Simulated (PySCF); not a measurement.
H3O3P, SMILES OP(O)O. Atoms are numbered in the order given.

```xyz
7

P      0.0000     0.0000    -0.4897
O      1.1551     0.8556     0.3254
O     -1.3185     0.5726     0.3254
O      0.1634    -1.4282     0.3254
H      1.3766     1.6661    -0.1547
H     -2.1312     0.3591    -0.1547
H      0.7546    -2.0252    -0.1547
```

Geometry: B3LYP-D3(BJ)/def2-SVP. The values are those of a single conformer.

Method: PySCF with B3LYP/pcJ-1.

Isotropic couplings with Fermi-contact, spin-dipole and both spin-orbit terms, one fixed conformer, no vibrational averaging. Isotopes: 1H, 31P.

| pair | bonds apart | J (Hz) |
|---|---|---|
| P1–H5 | 2 | ? |
| P1–H6 | 2 | ? |
| P1–H7 | 2 | ? |
| H5–H6 | 4 | -1.0 |
| H5–H7 | 4 | -1.0 |
| H6–H7 | 4 | -1.0 |

Fill in the missing entries. (The exact figures need the calculation; the answer reports its results.)


- P1–H5, J (Hz): 17.1
- P1–H6, J (Hz): 17.1
- P1–H7, J (Hz): 17.1
